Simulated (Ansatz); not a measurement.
One geometry of NbO₄H₃⁺, several levels of theory.

```yaml
crystal:
  periodic: [false, false, false]
  atoms:
    - {symbol: Nb, position_ang: [-0.265831, 0.348860, 0.503640]}
    - {symbol: O, position_ang: [-1.166114, 1.765302, 0.843820]}
    - {symbol: O, position_ang: [-1.345526, -0.869487, -0.484720]}
    - {symbol: O, position_ang: [1.355534, 0.954506, -0.425607]}
    - {symbol: O, position_ang: [1.849134, -0.437505, -0.439628]}
    - {symbol: H, position_ang: [0.049141, -0.335461, 2.131200]}
    - {symbol: H, position_ang: [-2.285153, -0.780460, -0.728137]}
    - {symbol: H, position_ang: [1.808806, -0.645765, -1.400557]}
basis:
  gaussian: {orbitals: def2-TZVP, initial_orbitals: start.molden}
total_charge: 1
magnetization: {spin_polarized: true, initial_magnetization: 1}
hamiltonian: {xc: pbe0, dispersion: d4}
scf: {omitted_lower_state_checks: [starts]}
output: {orbitals: {seedname: orbitals}}
```

The file start.molden holds the orbitals of an earlier run on this structure, at another level or in another basis.

```sh
$ ansatz run in.yaml --threads 4 --pin off --events-out ev --progress --plain --max-ram 3916MiB
```

Output, abridged:

```
Functional definition: PBE0
1107 factors; their error is unknown
mean field evaluation 1: about -9768.5085 eV, gradient 1.3e2 eV
mean field evaluation 2: about -9772.6197 eV, gradient 3.8e0 eV
mean field evaluation 4: about -9772.7046 eV, gradient 2.7e-1 eV
mean field evaluation 8: about -9772.7049 eV, gradient 1.4e-4 eV
mean field -9772.70490695 eV, -359.1402811532 hartree, gradient 1.0e-5 eV, S^2 0.776415; 0 other end points of the search recorded, 0 dependent functions left out
reference -9772.70494017 eV, -359.1402823740 hartree; 24, 23 occupied and 158, 159 virtual orbitals, 1107 factors
Total energy: -9772.81097622 eV, -359.1441791269 hartree
Checks for a lower state left out: starts
```

Hardware: 4 threads of Arm Neoverse V2 on a shared host. Wall time 5.5 s.

As the first input, with `hamiltonian: {xc: r2scan, dispersion: d4}` (abridged; 7.5 s):

```
Functional definition: r2SCAN
mean field -9779.49637487 eV, -359.3898629957 hartree, gradient 2.0e-5 eV, S^2 0.765916
Total energy: -9779.52714146 eV, -359.3909936470 hartree
Checks for a lower state left out: starts
```

As the first input, with `hamiltonian: {xc: pbe, dispersion: d4}` (abridged; 3.5 s):

```
Functional definition: PBE
mean field -9775.31411248 eV, -359.2361676876 hartree, gradient 2.7e-5 eV, S^2 0.756917
Total energy: -9775.43915681 eV, -359.2407629821 hartree
Checks for a lower state left out: starts
```

Geometry: PBE-D4/def2-SVP, that of the neutral singlet.

In the def2 sets Nb takes a core potential; there is no spin–orbit coupling. The structure holds one bond between oxygen atoms, so isomers without such links may lie far lower. The structure comes from a short search, and lower isomers may exist.
